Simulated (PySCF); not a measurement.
PySCF job for (E)-2-chloro-1-fluoroprop-1-ene (C3H4ClF), SMILES C/C(Cl)=C\F, SMD-PBE0/6-31G*. Coordinates come from a PBE0-D3(BJ)/def2-SVP optimisation.

```python
import numpy as np
from pyscf import gto, scf, dft
from pyscf.solvent import smd

mol = gto.M(
    atom='''
    C    -1.63162808   -0.18996871    0.00000000
    C    -0.15956599    0.01796894    0.00000000
    Cl    0.39036551    1.66449547   -0.00000000
    C     0.76211330   -0.94710812   -0.00000000
    F     0.41508585   -2.23223033   -0.00000000
    H    -2.08894236    0.27359820    0.88805677
    H    -1.86021366   -1.26385456    0.00000000
    H    -2.08894236    0.27359820   -0.88805677
    H     1.84059666   -0.77504456   -0.00000000
    ''',
    basis='6-31G*',
    charge=0,
    spin=0,
    max_memory=1600,
    verbose=3,
)
mf = dft.RKS(mol, xc='pbe0').density_fit(auxbasis='def2-universal-jkfit')
mf.grids.level = 3
mf.conv_tol = 1e-9
mf.max_cycle = 100
mf.kernel()
res = {}
for name in ['water', 'ethylethanoate', 'tetrahydrofuran']:
    s = mf.SMD()
    s.with_solvent.solvent, s.with_solvent.sasa_ng = name, 302
    s.kernel(mf.make_rdm1())
    res[name] = (s.e_tot, s.with_solvent.get_cds(), s.dip_moment(), s.mo_energy, s.converged)
    print(f'SMD {name}: dG(solv) = {(s.e_tot - mf.e_tot) * 627.509474:.3f} kcal/mol, of which CDS {res[name][1] * 627.509474:.3f}')
```

It prints:

```
converged SCF energy = -676.326770125744
converged SCF energy = -676.325539063184
Dipole moment(X, Y, Z, Debye): -0.50513, -0.52198,  0.00000
SMD water: dG(solv) = 0.773 kcal/mol, of which CDS 3.608
converged SCF energy = -676.331199752761
Dipole moment(X, Y, Z, Debye): -0.50051, -0.49200,  0.00000
SMD ethylethanoate: dG(solv) = -2.780 kcal/mol, of which CDS -0.559
converged SCF energy = -676.331005340084
Dipole moment(X, Y, Z, Debye): -0.50188, -0.49792,  0.00000
SMD tetrahydrofuran: dG(solv) = -2.658 kcal/mol, of which CDS -0.316
```

The calculation finished and met its thresholds.

Cost: roughly 70 core-seconds.
